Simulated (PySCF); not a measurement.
BBr3 (SMILES BrB(Br)Br), singlet, at a GFN2-xTB geometry. Base run: PBE0/3-21G (PySCF).

PySCF was given this input:
```python
from pyscf import gto, scf, dft

mol = gto.M(
    atom='''
B     0.018083   -0.019782   -0.037610
Br   -1.507311   -1.111182   -0.137553
Br    0.019712    1.666704   -0.864490
Br    1.485016   -0.552696    1.007416
''',
    basis='3-21g',
    charge=0,
    spin=0,
    verbose=4,
)

mf = dft.RKS(mol)
mf.xc = 'pbe0'
mf.kernel()
```

The base run was repeated with changes; each row names its change, and settings that it needs were set with it.

| change | ΔE vs base (mEh) | fitting functions |
|---|---|---|
| base | 0.000 | - |
| only_dfj = on; auxbasis = def2-universal-jfit | -15.996 | 223 |
| auxbasis = cc-pvqz-jkfit | [?] | [?] |
| auxbasis = default (with mf = mf.density_fit()) | 0.394 | 873 |
| auxbasis = def2-universal-jkfit | 0.394 | 873 |
| auxbasis = even-tempered beta=2.0 | [?] | [?] |
| auxbasis = cc-pvtz-jkfit | -1.616 | 700 |
| auxbasis = autoaux | -0.563 | 847 |
| auxbasis = cc-pvtz-ri | -23588.4 | 579 |
| auxbasis = cc-pvdz-jkfit | [?] | [?] |

Question: Some entries are withheld; supply them.

Answer: 
- auxbasis = cc-pvqz-jkfit, ΔE vs base (mEh): -1.549
- auxbasis = cc-pvqz-jkfit, fitting functions: 760
- auxbasis = even-tempered beta=2.0, ΔE vs base (mEh): -0.275
- auxbasis = even-tempered beta=2.0, fitting functions: 680
- auxbasis = cc-pvdz-jkfit, ΔE vs base (mEh): 521.4
- auxbasis = cc-pvdz-jkfit, fitting functions: 583

A fitting set is made for a task (jfit for Coulomb, jkfit for Coulomb and exchange, ri for correlation) and for a family of orbital bases.
